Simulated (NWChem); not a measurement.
**selenium dioxide (O$_{2}$Se) in NWChem**

SMILES: O=[Se]=O
```xyz
3

O      1.3523     0.0000     0.5852
Se     0.0000     0.0000    -0.2754
O     -1.3523     0.0000     0.5852
```
Charge 0, spin multiplicity 1.

Everything below was run with NWChem. The geometry was optimised at PBE0/def2-SVP, a minimum by its harmonic frequencies.

Symmetry labels belong to the abelian group C2v used in the runs, with the axes of the coordinates shown; states degenerate in a higher group split over its labels.

The Hamiltonian is non-relativistic.

### Question
List the lowest 3 singlet excitations that CIS/def2-SVPD gives, with oscillator strengths.

### Answer
```
state  symmetry  energy (eV)  wavelength (nm)      f
-----  --------  -----------  ---------------  -----
1            b2         3.62              342  0.009
2            a2         4.12              301  0.000
3            b1         5.41              229  0.088
```
